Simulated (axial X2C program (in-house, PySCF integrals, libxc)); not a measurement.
Low determinants of LiTe at the PBE0 level, two-component

Computed with an in-house relativistic program for diatomic molecules. Two-component (2c) means X2C with spin–orbit coupling and atomic mean-field two-electron Coulomb and Gaunt terms. Basis: Te dyall-cv3z [11s12p8d4f1g], Li dyall-cv3z [7s8p2d] (cores contracted in-house); Gaussian nuclei, density fitting, unrestricted open shells. Masses: Te 129.906 u, Li 7.016 u.

Search at 2.520 Å (vertical energies from the lowest determinant):

```csv
ΔE (eV),state,electrons beyond evenly filled partner blocks,"electrons in ±ω = 1/2, 3/2, 5/2, 7/2"
0.00,Ω = 3/2,ω = 3/2,36 15 4 0
0.33,Ω = 1/2,ω = 1/2,35 16 4 0
2.83,Ω = 1/2,"2 × ω = -1/2, ω = 3/2",36 15 4 0
3.13,Ω = 5/2,"2 × ω = 1/2, ω = 3/2",36 15 4 0
3.34,Ω = 1/2,ω = 1/2,37 14 4 0
4.03,Ω = 5/2,"ω = -1/2, 2 × ω = 3/2",35 16 4 0
4.40,Ω = 7/2,"ω = 1/2, 2 × ω = 3/2",35 16 4 0
```

Lowest determinant, Ω = 3/2 (⟨Sz⟩ = 0.50, ⟨Lz⟩ = 1.00 at PBE0): Re = 2.488 Å, ωe = 454.3 cm⁻¹.

The determinant in row 2 of the search, Ω = 1/2 (⟨Sz⟩ = -0.36, ⟨Lz⟩ = 0.86 at PBE0), was followed along the bond at PBE0; measured from the minimum of the lowest determinant it gives:

Te = 0.323 eV (2608 cm⁻¹), Re = 2.473 Å, ωe = 453.9 cm⁻¹.

(1) Compare the bond of the determinant in row 2 with that of the lowest one.

The search compares states at one distance, so a state with another bond length can lie lower; it is not exhaustive and yields mostly the lowest determinant of each block pattern, so other components and higher states of one pattern are missing. These are energies of single determinants, not of spin-adapted states; PBE0 term energies can be off by some tenths of an eV, and the functional has no current term.

Results:

(1) At PBE0 its Re is 0.015 Å shorter and its force constant, which goes as ωe², is 1.00 times that of the lowest determinant. T0 ≈ Te + Δωe/2 = 2608 + (0) = 2608 cm⁻¹.
